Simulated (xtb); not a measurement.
Si(F)(SH) (FHSSi), SMILES F[Si]S (connectivity only; charge and spin as stated), neutral, multiplicity 1. All values are semi-empirical tight-binding results from xtb (GFN2-xTB unless named), good for trends rather than for accurate numbers. Coordinates come from a GFN2-xTB optimisation. One conformer was computed; it need not be the lowest.

Question: Estimate the properties. (The exact figures need the calculation; the answer reports its results.)

Answer: 
```
Quantity                                          Result
----------------------------------------  --------------
point group as xtb finds it                           Cs
orbital gap                                      2.67 eV
zero-point energy                           7.0 kcal/mol
G − E(el) at 298.15 K (modified RRHO)     -10.1 kcal/mol
static polarisability (D4 model)              55.8 bohr³
solvation energy, GFN2-xTB/ALPB(water)      0.0 kcal/mol
solvation energy, GFN2-xTB/ALPB(octanol)   -2.8 kcal/mol
```
